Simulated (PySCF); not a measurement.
Lu(III) with more and more SH

Computed with PySCF 2.14.0, PBE0, def2-SVP on the ligands, density fitting, scalar-relativistic core potentials, no spin-orbit coupling, vacuum. The metal has lcecp-1-SVP with ECP60. Each complex is relaxed within the symmetry of its template. Distances are means of the shortest metal–ligand contacts, charges and spins Mulliken's; removal energies are rigid, with the ligand's formal charge and no counterpoise, so too large; for an anion taken off a cation in vacuum most of it is the attraction of opposite charges, and multiply charged cations can part far more cheaply with an electron moved from ligand to metal. lcecp potentials hold a fixed number of 4f electrons in the core, out of states, spins and gaps.

Order these by the metal–ligand distance, lowest first.
A. [Lu(SH)4]−
B. Lu(SH)3
C. [Lu(SH)2]+

C (2.427), B (2.523), A (2.594).

What else do they give?


```tsv
complex	point group	M–SH (Å)	charge on M (e)	dipole (D)	removal of one SH (eV)	strongest infrared band, degenerate modes summed (cm⁻¹)	unstable modes (below −25 cm⁻¹)
[Lu(SH)2]+	C2, nearly planar	2.427	1.04	–	14.89	415	0
Lu(SH)3	C3, nearly C3h	2.523	0.78	0.03	9.41	319	0
[Lu(SH)4]−	S4	2.594	0.51	–	4.73	–	not given
```

The more ligands, the longer each bond and the weaker the last ligand is held.

Moved off a saddle point of the template and relaxed again: Lu(SH)3. One start shape was tried for each, so a minimum needn't be the lowest isomer.
